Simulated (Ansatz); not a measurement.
**Energy on a grid of two coordinates**

BSiH3Cl2 (SMILES [SiH3]B(Cl)Cl), singlet, PBE0-D4/def2-TZVP minimum:

```
7
angstrom
Si -0.0913 0.8593 -0.2368
B 0.1700 -1.0762 0.2772
Cl -1.2260 -2.0959 0.5163
Cl 1.7529 -1.7724 0.4924
H -0.8459 0.9173 -1.5180
H -0.9016 1.5301 0.8157
H 1.2034 1.5697 -0.3925
```

Rows set the bond length Si1–H5 (Å; 1.488 at the minimum), columns the angle B2–Si1–H7 (°; 111.9), set in this order; the parts move rigidly, in a bend the first-named atom's side turns in the plane, and in a torsion the whole end group turns. CCSD(T) energies count from the value at that structure, in eV. Computed with Ansatz 0.2.0 (basis: def2-TZVPP); correlated methods freeze the cores.

| Si1–H5 \ B2–Si1–H7 | 81.9 | 96.9 | 111.9 | 126.9 | 141.9 |
| --- | --- | --- | --- | --- | --- |
| 1.339 | 0.804 | 0.362 | 0.232 | 0.379 | 0.789 |
| 1.413 | 0.627 | 0.182 | 0.049 | 0.191 | ? |
| 1.521 | 0.599 | 0.151 | 0.012 | 0.148 | 0.541 |
| 1.646 | 0.787 | 0.334 | 0.189 | 0.316 | 0.698 |
| 1.786 | 1.152 | ? | 0.543 | 0.660 | 1.027 |

**Question.** Fill in the withheld cells. (To be estimated.)

**Answer.** The calculation gives: (1.413, 141.9): 0.595; (1.786, 96.9): 0.695 eV. These count from the CCSD(T) energy at the PBE0-D4 minimum.

The same grid for a cheaper method: PBE0-D4 − CCSD(T), both counted from the minimum, in eV:
```tsv
Si1–H5 \ B2–Si1–H7	81.9	96.9	111.9	126.9	141.9
1.339	-0.002	0.011	0.012	0.004	-0.011
1.413	-0.008	0.005	0.006	-0.002	-0.017
1.521	-0.017	-0.004	-0.003	-0.010	-0.025
1.646	-0.026	-0.014	-0.012	-0.020	-0.033
1.786	-0.039	-0.027	-0.026	-0.032	-0.045
```

No T1 diagnostic of these runs exceeds 0.014.

For scale, one of the runs: CCSD(T)/def2-TZVPP, 199 basis functions (an equivalent command: `ansatz run in.yaml --threads 4`). Time: 13 s of wall clock on 4 CPU threads; the host was shared. Peak host memory: 2.2 GiB.
